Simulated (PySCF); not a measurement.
C2H4BF2N, SMILES C=C(F)B(N)F. Geometry optimised at PBE0-D3(BJ)/def2-SVP. The structure was generated by enumeration, and PubChem lists no compound with its InChIKey, so it may never have been made. One conformer was computed; it need not be the lowest.

Computed equilibrium geometry at PBE0-D3(BJ)/def2-SVP (PySCF confirms it by a frequency run) as a Z-matrix (one conformer of several):
```
C
C 1 1.3348
F 1 1.3418 2 119.10
H 2 1.0910 1 120.21 3 -178.60
H 2 1.0930 4 118.42 1 -178.83
B 1 1.5768 2 126.50 4 -0.40
F 6 1.3366 1 118.32 2 -157.14
N 6 1.3940 7 119.27 1 -179.47
H 8 1.0095 6 123.50 7 -175.09
H 8 1.0116 9 114.64 6 -177.33
```
